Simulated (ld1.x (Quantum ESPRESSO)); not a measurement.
# As (Z = 33): TM pseudisation with PBEsol, scalar-relativistic reference atom.

- Element: arsenic (As)
- Generator: ld1.x (Quantum ESPRESSO) 7.5
- Type: norm-conserving Troullier–Martins (Kleinman–Bylander form)
- Functional: PBEsol
- Relativity: scalar-relativistic
- Frozen core: [Ar]
- Valence charge: 15
- Reference configuration: 3d10 4s1.75 4p3.25
- Partial waves: 4s (bound): rc 1.35 bohr; 4p (bound): rc 1.50 bohr; 3d (bound): rc 1.00 bohr
- Local potential: the d channel
- Core correction: a·sin(br)/r model core, default radius (core density twice the valence density)

All-electron outer shells of the reference configuration (PBEsol, scalar-relativistic, ld1.x):

```json
{"shell": "3s", "level (eV)": "-190.34", "outermost node (bohr)": "0.25", "outermost maximum (bohr)": "0.52"}
{"shell": "3p", "level (eV)": "-133.90", "outermost node (bohr)": "0.22", "outermost maximum (bohr)": "0.52"}
{"shell": "3d", "level (eV)": "-41.06", "outermost node (bohr)": "–", "outermost maximum (bohr)": "0.47"}
{"shell": "4s", "level (eV)": "-14.73", "outermost node (bohr)": "0.73", "outermost maximum (bohr)": "1.61"}
{"shell": "4p", "level (eV)": "-5.36", "outermost node (bohr)": "0.78", "outermost maximum (bohr)": "1.97"}
```

What the tests gave:

* Cutoffs needed: 260 Ry and over 300 Ry (the cutoffs (Ry, on a coarse ladder) from which the occupation-weighted sum of valence levels, in a spherical-Bessel basis at the reference potential, stays within 10 and 1 mRy of its value at 400 Ry)
* Ghost test: ghost states, extra bound levels that the all-electron valence spectrum of the same l lacks: s at -497.2 eV, p at -202.2 eV; a true bound ghost makes a file unfit for plane-wave use (spherical-Bessel basis up to 400 Ry, 20 bohr box)
* Largest excitation error: -552 meV (all-electron minus pseudo) for 3d9 4s2 4p4, out of 7 test configurations

Generation and tests took about 1.8 s on one core of a shared server CPU.
